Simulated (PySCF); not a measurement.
Gas-phase reaction: 2 Ge2H6 + 4 SiH2 + C2H6 ⇌ 4 H3SiGeH3 + C2H2 (acetylene), at 2000 K and a standard pressure of 1 bar. Level: PBE0/def2-SVP†.

Method: PySCF energies plus ideal-gas RRHO corrections (1 bar). † marks an energy on the PBE0/def2-TZVP geometry and frequencies. All species are closed-shell singlets. Ge: all electrons, no relativistic terms. The harmonic model lacks anharmonicity and excited electronic states, which grow with temperature; levels with a mode under 35 cm⁻¹ are left out. Internal rotation in Ge2H6, C2H6, H3SiGeH3 is treated as a harmonic vibration of one conformer, which makes the entropy rough.

| species | E (Ha) | H(2000 K) − E (kJ/mol) | S°(2000 K) (J/mol/K) |
|---|---|---|---|
| Ge2H6 | -4156.54810 | 388.8 | 555.0 |
| SiH2 | -290.38528 | 122.9 | 293.2 |
| C2H6 | -79.66384 | 417.0 | 428.1 |
| H3SiGeH3 | -2369.34123 | 389.8 | 545.1 |
| C2H2 (acetylene) | -77.16809 | 194.8 | 317.6 |
E: electronic energy; H − E holds the zero-point and thermal terms. 1 Ha = 2625.5 kJ/mol.

Question: Work out ΔH°, ΔS°, ΔG° and log10 K from these numbers.

Answer: 1. ΔE = 4×(-2369.34123) + 1×(-77.16809) − 2×(-4156.54810) − 4×(-290.38528) − 1×(-79.66384) = -0.23185 Ha = -608.7 kJ.
2. Δ(H − E) = 4×(389.8) + 1×(194.8) − 2×(388.8) − 4×(122.9) − 1×(417.0) = 67.8 kJ, so ΔH° = -540.9 kJ.
3. ΔS° = 4×(545.1) + 1×(317.6) − 2×(555.0) − 4×(293.2) − 1×(428.1) = -212.9 J/K; the number of gas molecules changes by -2.
4. ΔG° = ΔH° − TΔS° = -540.9 − 2000×(-212.9)/1000 = -115.1 kJ.
5. log10 K = −ΔG°/(RT ln 10) = 3.01, with RT ln 10 = 38.29 kJ/mol; at standard pressures the products are favoured.
6. A shift of 10 kJ in ΔE would move log10 K by 0.26 here.
7. Lowering the total pressure from 1 bar to 0.01 bar multiplies the mole-fraction quotient K_x = K (p/p°)^(−Δn) by 10^-4, which pushes the balance towards the reactants.
For scale, ΔH°(298 K) is -610 kJ at this level, -585 kJ at ωB97M-V/def2-TZVP†, and runs from -678 to -526 kJ over the 19 levels computed.
